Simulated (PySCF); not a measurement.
Computed with PySCF with PBE-D3(BJ)/def2-TZVP // PBE-D3(BJ)/def2-SVP. Gas-phase values, no solvent. One relaxed conformer stands for a flexible species; it need not be the lowest. Excitations are Tamm–Dancoff values on a coarser integration grid. The basis has no diffuse functions, so Rydberg states are missing or too high.

Reference species (SMILES): `c1(ccc(o1)B)O` (neutral, multiplicity 1).

```
Item                   Value
-------------------  -------
T1 excitation (TDA)  2.74 eV
HOMO–LUMO gap        3.17 eV
```

Changed species: `c1oc(B)cc1O`.

Task: Give the shifts of the T1 excitation (TDA) and HOMO–LUMO gap.

Result: the T1 excitation (TDA) drops by 0.18 eV, to 2.56 eV; the HOMO–LUMO gap drops by 0.22 eV, to 2.95 eV.
